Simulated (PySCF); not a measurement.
C3H4Cl2Ge, SMILES ClC1=[CH][Ge@H]([Cl])[CH2]1.

Geometry: PBE-D3(BJ)/def2-SVP. The structure was generated by enumeration; whether it is a known compound was not checked.

Computed with TDDFT-PBE/def2-SVPD (PySCF).

Vertical excitations. Isolated molecule, no solvent.

Task: Estimate the UV-visible absorptions. (An estimate is asked for; the answer gives what the named calculation found.)

Result: 
```
state  energy (eV)  λ (nm)      f                                            main pairs
-----  -----------  ------  -----  ----------------------------------------------------
S1            5.14     241  0.014                      HOMO−1→LUMO 66 %, HOMO→LUMO 24 %
S2            5.26     236  0.030    HOMO→LUMO+1 41 %, HOMO−1→LUMO 31 %, HOMO→LUMO 26 %
S3            5.53     224  0.004                                      HOMO−2→LUMO 97 %
S4            5.77     215  0.006                                    HOMO−1→LUMO+1 86 %
S5            5.88     211  0.071  HOMO→LUMO+1 37 %, HOMO→LUMO 29 %, HOMO−1→LUMO+1 11 %
S6            5.98     207  0.005                                      HOMO−3→LUMO 93 %
S7            6.13     202  0.005                                      HOMO→LUMO+2 96 %
S8            6.26     198  0.058                                    HOMO−2→LUMO+1 85 %
S9            6.54     190  0.001                  HOMO−3→LUMO+1 60 %, HOMO−4→LUMO 34 %
S10           6.58     188  0.002                                      HOMO→LUMO+3 79 %
T1            4.03     308      0                                        HOMO→LUMO 89 %
T2            4.96     250      0                                      HOMO−1→LUMO 98 %
T3            5.09     243      0                                      HOMO→LUMO+1 91 %
T4            5.33     233      0                                      HOMO−2→LUMO 95 %
```
Triplets are in the Tamm–Dancoff approximation, which puts them higher than full response would, so one can lie above its singlet here.
